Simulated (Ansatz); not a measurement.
`C[N]=[Ta]([OH])([OH])[OH]`, relaxed with RKS PBE-D4/def2-SVP in Ansatz from a rough embedded geometry. The force threshold is 0.03 eV/Å; the program also tests the step.

The species carries charge 0 and has multiplicity 1. Ta: def2 effective core potential.

Start:

```xyz
12

C     0.119    1.500   -1.291
N    -0.678    0.369   -0.950
Ta   -0.294   -0.738    0.658
O    -1.858   -2.310    0.801
O     1.618   -1.609    0.503
O    -0.431    0.489    2.413
H    -0.207    1.967   -2.183
H     1.177    1.097   -1.386
H     0.131    2.236   -0.384
H    -1.656   -2.807   -0.008
H     1.887   -1.430   -0.414
H     0.191    1.234    2.238
```

| step | energy (eV) | largest force (eV/Å) | largest move (Å) |
| --- | --- | --- | --- |
| 1 | -10304.6572 | 5.789 | 0.000 |
| 2 | -10307.0169 | 1.294 | 0.195 |
| 3 | -10307.2936 | 1.594 | 0.197 |
| 4 | -10307.5156 | 1.000 | 0.200 |
| 5 | -10307.6988 | 0.576 | 0.195 |
| 6 | -10307.8091 | 0.289 | 0.200 |
| 7 | -10307.8675 | 0.148 | 0.200 |
| 8 | -10307.8868 | 0.123 | 0.200 |
| 9 (rejected) | -10307.8847 | 0.281 | 0.059 |
| 10 | -10307.8887 | 0.034 | 0.030 |
| 11 | -10307.8890 | 0.002 | 0.021 |

End:

```xyz
12

C     0.048    1.490   -1.440
N     0.012    0.467   -0.452
Ta   -0.028   -0.819    0.790
O    -1.538   -1.973    0.435
O     1.624   -1.818    0.688
O    -0.207    0.011    2.526
H    -0.796    1.402   -2.162
H     0.990    1.459   -2.036
H    -0.016    2.507   -0.988
H    -2.215   -1.952   -0.259
H     2.397   -1.718    0.110
H    -0.270    0.944    2.787
```

Hardware: 4 threads of an Intel Xeon Platinum 8259CL on a shared host. Wall time 23 s, peak host memory 0.21 GiB.
